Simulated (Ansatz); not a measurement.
`[NH2][Zr]([OH])([OH])[F]` + `C[O][GeH3]` → `C[O][Zr]([NH2])([OH])[F]` + `[OH][GeH3]`  (redistribution)

Isolated molecules relaxed with PBE0-D4/def2-TZVP in Ansatz; ΔE leaves out vibrations. CCSD(T)/CBS is the MP2 limit (def2-TZVPP, def2-QZVPP) plus CCSD(T) − MP2 in def2-TZVPP, frozen cores. Functionals use def2-TZVPP. def2 core potentials past Kr. For Ge, Zr outer-core shells are correlated without core-valence functions, which leaves a few kJ/mol of doubt a bond. Scalar relativity is left out up to krypton. Each species was taken in one conformer, which may not be the lowest.

`[NH2][Zr]([OH])([OH])[F]`:

Z-matrix (Å, degrees):
```
Zr
O 1 1.921
O 1 1.921 2 116.3
N 1 2.034 2 107.4 3 -120.2
F 1 1.926 2 108.0 3 121.7
H 2 0.952 1 166.4 3 -39.4
H 3 0.952 1 166.2 2 38.8
H 4 1.010 1 125.6 2 -26.8
H 4 1.010 1 125.5 2 152.0
```

`C[O][GeH3]`:

Cartesian coordinates in Å:
```
C 0.424 -1.294 0.172
O 0.511 -0.194 -0.699
Ge -0.370 1.287 -0.254
H 1.018 -2.108 -0.251
H -0.608 -1.652 0.288
H 0.822 -1.066 1.170
H -1.873 0.961 -0.145
H -0.077 2.275 -1.386
H 0.153 1.792 1.105
```

`C[O][Zr]([NH2])([OH])[F]`:

Cartesian coordinates in Å:
```
C 1.464 -1.578 0.967
O 0.501 -0.803 0.333
Zr -0.790 0.236 -0.621
N -1.270 1.850 0.527
O -0.202 0.911 -2.325
F -2.341 -0.886 -0.860
H 1.807 -1.087 1.884
H 2.329 -1.732 0.315
H 1.053 -2.558 1.233
H -1.354 1.866 1.534
H -1.447 2.779 0.172
H 0.249 1.002 -3.159
```

`[OH][GeH3]`:

```xyz
6

O     0.392   -0.928   -0.932
Ge   -0.268    0.180    0.300
H     1.249   -0.648   -1.259
H    -1.615   -0.439    0.682
H    -0.444    1.588   -0.300
H     0.685    0.247    1.509
```

**Question.** Is it downhill or uphill in electronic energy at CCSD(T)/CBS, and by how much? (An estimate is asked.)

**Answer.** Ansatz gave: Downhill: ΔE = -1.7 kcal/mol.

**Question.** What do these levels give: PBE-D4, PBE0-D4, B2PLYP, PBE, r2SCAN, PBE0, HF/def2-TZVPP, CCSD/def2-TZVPP, CCSD(T)/def2-TZVPP, HF/def2-QZVPP, HF/CBS(def2), MP2/CBS(def2)? (An estimate is asked.)

**Answer.** Ansatz gave: PBE-D4 -2.2, PBE0-D4 -2.1, B2PLYP -2.4, PBE -2.4, r2SCAN -1.9, PBE0 -2.2, HF/def2-TZVPP -2.1, CCSD/def2-TZVPP -2.2, CCSD(T)/def2-TZVPP -2.3, HF/def2-QZVPP -2.2, HF/CBS(def2) -2.2, MP2/CBS(def2) -1.8 kcal/mol.

Largest T1 diagnostic among the species: 0.016.
